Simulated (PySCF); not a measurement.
C₂H₇BO, SMILES CBOC.

The structure is a stationary point at PBE0-D3(BJ)/def2-SVP. One conformer was computed; it need not be the lowest.

Two levels are set side by side: TDA-PBE/def2-SVPD (PySCF) and TDA-CAM-B3LYP/def2-SVPD (PySCF). Vertical, same geometry. The lowest singlet is HOMO→LUMO 100 % with PBE and HOMO→LUMO+1 96 % with the other functional; states are paired by order. Differences are taken from unrounded values.

```
quantity                               TDA-CAM-B3LYP
-------------------------------------  -------------
lowest singlet excitation (eV)                  6.76
lowest triplet excitation (TDA) (eV)            6.22
first bright state (f over 0.05) (eV)           8.57
its oscillator strength                         0.23
```

Q: What does TDA-PBE give, and how far is it from TDA-CAM-B3LYP? (An estimate is asked for; the answer gives what the named calculation found.)

A: 
| quantity | TDA-PBE | TDA-PBE minus TDA-CAM-B3LYP |
|---|---|---|
| lowest singlet excitation (eV) | 6.24 | -0.52 |
| lowest triplet excitation (TDA) (eV) | 5.72 | -0.50 |
| first bright state (f over 0.05) (eV) | 7.62 | -0.95 |
| its oscillator strength | 0.28 | 0.04 |

A lower first singlet is the usual sign of a functional without exact exchange. Differences between two approximate levels are no errors against the true value.

Rough cost on one machine, each run with all the roots and properties that it gave: TDA-CAM-B3LYP against TDA-PBE about 4 times.
